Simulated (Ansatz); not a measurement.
A nudged elastic band was laid between two geometries of Cl3GeHO + FH (8 atoms, charge 0, multiplicity 1).

These are results of RKS BLYP-D4/def2-SVP in Ansatz 0.2.0, not measurements.

```json
{"movable images": "7", "climbing image": "yes", "spring": "5.0 eV/Å²", "optimiser": "quadratic models (default)", "start path": "through a guess of the saddle point", "force threshold": "0.03 eV/Å", "iteration limit": "60", "end points": "relaxed"}
```

Initial state:

```xyz
8
Properties=species:S:1:pos:R:3
Ge -0.104 0.104 -0.093
O 0.039 -0.042 1.707
H -0.810 0.168 2.150
Cl 1.883 0.358 -0.867
Cl -1.305 1.880 -0.458
Cl -1.124 -1.587 -0.966
F 1.340 -2.249 1.388
H 0.896 -1.527 1.822
```

Final state:

```xyz
8
Properties=species:S:1:pos:R:3
Ge 0.470 -0.122 -0.253
O -0.651 -0.387 2.156
H -1.211 -1.176 2.005
Cl 1.633 -0.080 -2.095
Cl -0.074 1.930 0.139
Cl -1.166 -1.502 -0.682
F 1.638 -0.798 0.881
H 0.173 -0.760 2.532
```

Which bonds break or form, and what moves?

Bonds broken: Ge1–O2, F7–H8. Bonds formed: Ge1–F7, O2–H8. Cl3GeHO + FH becomes Cl3FGe + H2O.

Give the energies along the band, and the barrier.

The run converged. The highest image is number 3 of 0 to 8, 0.49 eV above the first end and 0.75 eV above the last; the last end lies 0.25 eV below the first. The profile has 2 maxima (images 3, 6) with wells between them (image 5): this band takes more than one step, which may be the mechanism or a detour left from its start path. A vibrational analysis at the climbing image gives one clearly imaginary mode, 575i cm⁻¹: a first-order saddle point. The orbitals stay closed-shell, which can raise the energy where a bond breaks towards radicals; this wasn't checked here.

```
image  path coordinate (Å)  energy (eV)  Ge1–O2 (Å)  F7–H8 (Å)  Ge1–F7 (Å)
    0                 0.00         0.00        1.81       0.95        3.13
    1                 0.39         0.05        1.83       0.96        2.73
    2                 0.78         0.25        1.87       1.01        2.35
    3                 1.17         0.49        1.97       1.21        2.06
    4                 2.54        -0.02        2.42       1.88        1.80
    5                 3.92        -0.11        3.63       2.12        1.76
    6                 5.29        -0.05        3.73       2.04        1.76
    7                 6.67        -0.13        3.37       2.03        1.76
    8                 8.04        -0.25        2.67       2.21        1.76
```

What is the geometry of the highest image?


```xyz
8
Properties=species:S:1:pos:R:3:forces:R:3
Ge 0.118 -0.239 -0.042 0.00 0.00 0.00
O 0.112 -0.031 1.912 0.00 0.00 0.00
H -0.778 0.102 2.302 0.00 0.00 0.00
Cl 1.999 0.328 -0.950 0.00 0.00 0.00
Cl -1.137 1.568 -0.309 0.00 0.00 0.00
Cl -1.140 -1.725 -1.019 0.00 0.00 0.00
F 1.041 -1.796 0.949 0.00 0.00 0.00
H 0.597 -1.103 1.839 0.00 0.00 0.00
```

Time of the run: 2.9 min on 4 threads of AMD EPYC 9R45 96-Core Processor (Zen 5) (shared host), peak memory 0.22 GiB.
